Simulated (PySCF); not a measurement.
# Steps of a relaxation of [Ho(SH)2]+

[Ho(SH)2]+ (singlet in the valence; each metal's 4f electrons, 10 of them, lie in its core potential, out of spins and levels). PySCF 2.14.0, RKS PBE0, Ho lcecp-1-SVP with ECP56, S def2-SVP, H def2-SVP; non-relativistic Hamiltonian with scalar-relativistic core potentials where named; density fitting; no spin-orbit coupling. Origin of the start: template. Columns: position (Å) and force (eV/Å). Energies are counted from the last step; some of the 13 steps are shown. Forces carry noise of the integration grid, about 0.01 to 0.03 eV/Å.

Run from Python with OMP_NUM_THREADS=2. Where DIIS fails, smearing, a level shift and second-order steps follow.
It took 24 s on 2 threads of AMD EPYC 9R14 (Zen 4), with other jobs on the host, from the converged density of the start.

```xyz
5
step 0  E = 0.716 eV
Ho    0.0000    0.0000   -0.3055     0.00    0.00    0.97
S     2.4583    0.0000    0.7947    -1.89    0.13   -0.06
H     3.2725   -0.3365   -0.2167     0.06   -0.11   -0.42
S    -2.4583    0.0000    0.7947     1.89   -0.13   -0.06
H    -3.2725    0.3365   -0.2167    -0.06    0.11   -0.42
```

```xyz
5
step 4  E = 0.019 eV
Ho    0.0000    0.0000   -0.6582     0.00    0.00    0.25
S     1.9797   -0.0483    0.8553    -0.37    0.02   -0.02
H     2.9121   -0.2627   -0.1009     0.09   -0.01   -0.11
S    -1.9797    0.0483    0.8553     0.37   -0.02   -0.02
H    -2.9121    0.2627   -0.1009    -0.09    0.01   -0.11
```

```xyz
5
step 8  E = 0.000 eV
Ho    0.0000    0.0000   -0.7314     0.00    0.00    0.00
S     1.8741   -0.0757    0.8668     0.01   -0.01   -0.02
H     2.8412   -0.2358   -0.0758    -0.01    0.00    0.02
S    -1.8741    0.0757    0.8668    -0.01    0.01   -0.02
H    -2.8412    0.2358   -0.0758     0.01    0.00    0.02
```

Q: Where does the relaxation end?

A: It converges at step 12 in nearly C2v:
```xyz
5
step 12  E = 0
Ho    0.0000    0.0000   -0.7458
S     1.8670   -0.0972    0.8596
H     2.8586   -0.2229   -0.0614
S    -1.8670    0.0972    0.8596
H    -2.8586    0.2229   -0.0614
```

Q: How did the contacts change?

A: 
```
    contact  start (Å)  end (Å)
Ho1–S2 (SH)      2.693    2.464
Ho1–S4 (SH)      2.693    2.464
```


An lcecp potential fixes the number of 4f electrons, so in runs with it no electron can move into or out of that shell.
